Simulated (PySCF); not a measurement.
# `CCCCNC=O`, C₅H₁₁NO

Cartesian coordinates in Å; atom numbers follow the order of the lines, from 1:
```xyz
18

C     2.274    0.909   -0.572
C     1.087    0.377    0.216
C     0.195   -0.553   -0.594
C    -0.986   -1.123    0.183
N    -1.916   -0.121    0.651
C    -3.116    0.097    0.057
O    -3.550   -0.519   -0.889
H     2.900    1.578    0.036
H     2.914    0.087   -0.931
H     1.941    1.476   -1.457
H     1.447   -0.154    1.116
H     0.488    1.229    0.585
H    -0.189   -0.023   -1.482
H     0.795   -1.398   -0.975
H    -1.566   -1.799   -0.461
H    -0.627   -1.711    1.045
H    -1.655    0.478    1.423
H    -3.682    0.924    0.551
```

Level of theory: quadratic response CAM-B3LYP/aug-cc-pVDZ first hyperpolarisability, Taylor convention, gas phase in PySCF. Geometry: PBE0-D3(BJ)/def2-SVP.

Problem. Give the tensor of the second harmonic β(−2ω;ω,ω) at 1064 nm in the axes of these coordinates.

Solution. In au, Taylor convention; rows are the first index (the induced dipole):
```
      xx     yy     zz     xy     xz     yz
x  +13.1  -29.4   -6.6  -24.1  +13.2   -0.1
y  -23.2  -26.6  -28.2  -28.7   -0.3  -36.0
z  +13.7  -36.0  -56.2   -0.3   -6.3  -28.4
```
Norm of βᵢ = ⅓ Σⱼ (βᵢⱼⱼ + βⱼᵢⱼ + βⱼⱼᵢ): 113.6 au, hyper-Rayleigh value 49.3 au.
